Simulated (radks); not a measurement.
Values are calculated unless marked as measured or tabulated.
Problem. These are the eigenvalues of the occupied orbitals of an atom or ion with whole-number occupations (hartree). Code: a radial shooting solver on a logarithmic mesh with Libxc functionals. Model: non-relativistic Kohn-Sham, PBE, spin-polarised, spherical densities, point nucleus.

| orbital | eigenvalue |
|---|---|
| 1s up | -1.27776 |
| 2p up | -0.06527 |

Which element is it, and in what charge state? The configuration may be excited. Open shells, if any, are filled with parallel spins first.

Solution. Z = 2, helium, charge 0: He in 1s1 2p1. The 1s level, -1.2778 hartree, gives Z - s = 1.6 by -(Z - s)^2/2, which with screening narrows Z to a few neighbours, and with so few levels the electron count can be read from the list.
